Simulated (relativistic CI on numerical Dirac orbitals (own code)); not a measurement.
**Radial parameters of Fe⁵⁺**

Method of calculation: Dirac-Coulomb-Breit CI, orbitals from a KLI potential per configuration, model QED (radiative potential, 1s self-energy scaled to tabulated hydrogen-like ionisation energies), valence Slater integrals scaled by 0.85, P86 correlation energy added to each configuration (own radial code, finite nucleus).

Slater integrals F^k, G^k are unscaled and averaged over j, outside the closed core [Ne]; ζ comes from projecting the Hamiltonian with its Breit term on Σ l·s of the shell.

- 3s2 3p6 3d3: F^2(3d,3d) = 111960, F^4(3d,3d) = 70698, ζ(3d) = 576.55 cm⁻¹; <r>(3d) = 0.8647, <r^2>(3d) = 0.9056 (bohr units).
- 3s2 3p6 3d2 4s: F^2(3d,3d) = 116850, F^4(3d,3d) = 73959, ζ(3d) = 632.09, G^2(3d,4s) = 13584 cm⁻¹; <r>(3d) = 0.8337, <r^2>(3d) = 0.8396, <r>(4s) = 1.907, <r^2>(4s) = 4.081 (bohr units).
- 3s2 3p5 3d4: ζ(3p) = 8780.2, F^2(3d,3d) = 112010, F^4(3d,3d) = 70732, F^2(3p,3d) = 115150, G^1(3p,3d) = 140800, G^3(3p,3d) = 87180, ζ(3d) = 561.21 cm⁻¹; <r>(3p) = 0.8127, <r^2>(3p) = 0.7688, <r>(3d) = 0.8643, <r^2>(3d) = 0.905 (bohr units).

(1) Give the Racah parameters of the d shell in 3s2 3p6 3d3.

In this model ζ of a weakly bound d, f or g electron outside closed shells comes out too small, for d by up to a factor of two or three and at times with the wrong sign; that of an outer p electron is too small as well.

Averages of the first 10 configurations, taken without configuration mixing, which lowers the lowest level and can move excited configurations by several eV; other configurations of the list can lie among them:

```
 Configuration  Parity  States  Average energy above the lowest level (eV)
   3s2 3p6 3d3    even     120                                         3.2
3s2 3p6 3d2 4s    even      90                                        35.2
   3s2 3p5 3d4     odd    1260                                        61.3
3s2 3p6 3d2 4p     odd     270                                        44.9
3s2 3p6 3d2 4d    even     450                                        59.3
    3s 3p6 3d4    even     420                                       102.7
3s2 3p6 3d2 5s    even      90                                        66.1
3s2 3p6 3d2 4f     odd     630                                        70.0
3s2 3p6 3d2 5p     odd     270                                        70.1
3s2 3p6 3d2 5d    even     450                                        76.2
```

Results:

(1) B = F²/49 − 5F⁴/441 = 1483 cm⁻¹ and C = 35F⁴/441 = 5611 cm⁻¹.
